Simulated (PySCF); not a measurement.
CH8FNOSi2, SMILES O[SiH2]N[SiH2]CF.

The structure is a stationary point at B3LYP-D3(BJ)/def2-SVP. The structure was generated by enumeration, and PubChem lists no compound with its InChIKey, so it may never have been made. The values are those of a single conformer.

Calculation: TDDFT-B3LYP/def2-SVPD (PySCF).

Vertical excitations. 

Problem. Estimate the UV-visible absorptions. (An estimate is asked for; the answer gives what the named calculation found.)

Solution. 
```
state  energy (eV)  λ (nm)      f                                                main pairs
-----  -----------  ------  -----  --------------------------------------------------------
S1            6.22     199  0.026                                            HOMO→LUMO 92 %
S2            6.69     185  0.007                                          HOMO→LUMO+1 91 %
S3            7.05     176  0.083                                          HOMO→LUMO+2 91 %
S4            7.20     172  0.011                                          HOMO→LUMO+3 85 %
S5            7.41     167  0.007                        HOMO−2→LUMO 70 %, HOMO−1→LUMO 16 %
S6            7.47     166  0.007                        HOMO−1→LUMO 64 %, HOMO−2→LUMO 18 %
S7            7.69     161  0.014                                          HOMO→LUMO+4 87 %
S8            7.79     159  0.050                                          HOMO→LUMO+5 86 %
S9            7.84     158  0.007     HOMO→LUMO+6 42 %, HOMO−1→LUMO+1 34 %, HOMO−3→LUMO 9 %
S10           7.91     157  0.036  HOMO−1→LUMO+1 37 %, HOMO→LUMO+6 26 %, HOMO−2→LUMO+1 24 %
T1            5.93     209      0                                            HOMO→LUMO 88 %
T2            6.32     196      0                                          HOMO→LUMO+1 86 %
T3            6.85     181      0      HOMO→LUMO+2 41 %, HOMO−1→LUMO 20 %, HOMO→LUMO+3 18 %
T4            6.95     178      0     HOMO→LUMO+2 48 %, HOMO→LUMO+3 25 %, HOMO−1→LUMO+1 8 %
```
Triplets are in the Tamm–Dancoff approximation, which puts them higher than full response would, so one can lie above its singlet here.
